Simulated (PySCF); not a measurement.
Two-component Hartree-Fock for Ge (germanium, neutral)

Start: [Ar] 3d10 4s2 4p1 4d1; 4p3/2 filled at m_j = +3/2; 4d5/2 filled at m_j = +5/2. Calculated with PySCF 2.14 in x2c-TZVPall-2c with one added diffuse shell each of s, p, d type (7s8p5d1f, 63 functions): generalised Hartree-Fock with the X2C-1e Hamiltonian and a Gaussian nucleus; one run each with spin-orbit coupling (SO) switched off, then screened by Boettger's factors. This is a chosen level, not necessarily the ground level.

| spinor shell | electrons | ε, spin-free (eV) | ε, screened SO (eV) | weight of nominal j (screened SO) | rms radius, screened SO (bohr) |
| --- | --- | --- | --- | --- | --- |
| 1s1/2 | 2 | -11183.5 | -11183.3 | 1.000 | 0.0542 |
| 2s1/2 | 2 | -1458.0 | -1458.0 | 1.000 | 0.227 |
| 2p1/2 | 2 | -1269.8 | -1291.7 | 1.000 | 0.201 |
| 2p3/2 | 4 | -1269.8 | -1259.3 | 1.000 | 0.204 |
| 3s1/2 | 2 | -205.45 | -205.48 | 1.000 | 0.667 |
| 3p1/2 | 2 | -145.64 | -148.73 | 1.000 | 0.694 |
| 3d3/2 | 4 | -47.452 | -47.856 | 0.985 | 0.810 |
| 3d5/2 | 6 | -47.452 | -47.249 | 0.990 | 0.815 |
| 4s1/2 | 2 | -18.104 | -18.124 | 0.999 | 2.26 |
| 4p3/2 | 1 | -10.509 | -10.441 | 1.000 | 3.02 |
| 4d5/2 | 1 | -1.349 | -1.357 | 1.000 | 5.58 |

Problem. Where does 3p3/2 lie, and what is the 3p spin-orbit splitting (screened SO)?

Solution. At -144.21 eV, 4.520 eV above 3p1/2.

| quantity | spin-free | screened SO |
| --- | --- | --- |
| E (hartree) | -2096.78060 | -2096.85530 |
| M_J | 4 | 4 |
| ⟨J²⟩ | 20.015 | 20.015 |
| ⟨L²⟩ | 12.011 | 12.013 |
| ⟨S²⟩ | 2.004 | 2.006 |

Each row is a mean over spinors that exchange with the open shell spreads, by up to 2.191 eV (4s1/2).

Without spin-orbit coupling the j labels of p, d and f shells carry no meaning; the spin-free column gives the mean over the occupied spinors of each nl shell.
